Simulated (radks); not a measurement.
The mean radii <r> (bohr) of the occupied orbitals of an atom or ion are listed with their occupations. Method: scalar-relativistic Kohn-Sham, r2SCAN, spin-polarised, spherical densities, finite nucleus; meta-GGA in the generalised Kohn-Sham scheme; Fermi nuclear charge, rms radius of each element as measured or else 0.836 A^(1/3) + 0.57 fm; computed with a radial shooting solver on a logarithmic mesh with Libxc functionals.

orbital  occ.      <r>
1s          2  0.02363
2s          2   0.1010
2p          6  0.08882
3s          2   0.2657
3p          6   0.2640
3d         10   0.2416
4s          2   0.5977
4p          6   0.6278
4d         10   0.6717
5s          2    1.225

Name the element and its charge. Open shells, if any, are filled with parallel spins first.

Answer. Z = 60, neodymium, charge +12: Nd12+ in [Kr] 4d10 5s2. The 1s radius gives Z: for a bare nucleus <r> = (2 gamma + 1)/(2Z) with gamma = sqrt(1 - (Z/c)^2), 0.02332 bohr for Z = 60, and screening makes it slightly larger (0.02363 here). The occupations add up to 48, and the charge is Z minus that.
